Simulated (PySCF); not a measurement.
**Ag²¹⁺: ionisation energy**

Ag²¹⁺ [Ar] 3d8 (3F) → Ag²²⁺ [Ar] 3d7 (4F), as a difference of total energies. Computed with PySCF 2.14 in an even-tempered Gaussian basis (19 s from 2.2 bohr⁻², ratio 2.5; 13 p from 2.9 bohr⁻², ratio 2.5; 8 d from 2.9 bohr⁻², ratio 2.5; 4 f from 14 bohr⁻², ratio 2.7; 3 g from 21 bohr⁻², ratio 2.7), with the spin-free X2C one-electron Hamiltonian (Gaussian nucleus). Correlated levels: outer shells: [Ne] frozen; virtual orbitals above 40 to 60 times the deepest correlated orbital energy dropped. The calculations carry no spin-orbit coupling.

```json
{"method": "UHF", "ionisation energy (eV)": "1014.3"}
{"method": "LDA", "ionisation energy (eV)": "1016.0"}
{"method": "PBE", "ionisation energy (eV)": "1015.6"}
{"method": "PBE0", "ionisation energy (eV)": "1015.8"}
{"method": "r2SCAN", "ionisation energy (eV)": "1016.5"}
{"method": "BP86", "ionisation energy (eV)": "1015.9"}
{"method": "B3LYP", "ionisation energy (eV)": "1015.9"}
{"method": "MP2 (outer shells)", "ionisation energy (eV)": "1015.9"}
{"method": "SCS-MP2 (outer shells)", "ionisation energy (eV)": "1015.8"}
```

A first-order spin-orbit estimate (lowest level to lowest level, LS coupling) adds -0.137 eV.

Breit and QED terms and the two-electron picture change are absent.

For comparison: 1013 ± 4 eV (theoretical estimate listed by NIST; NIST Atomic Spectra Database, ionization energies).
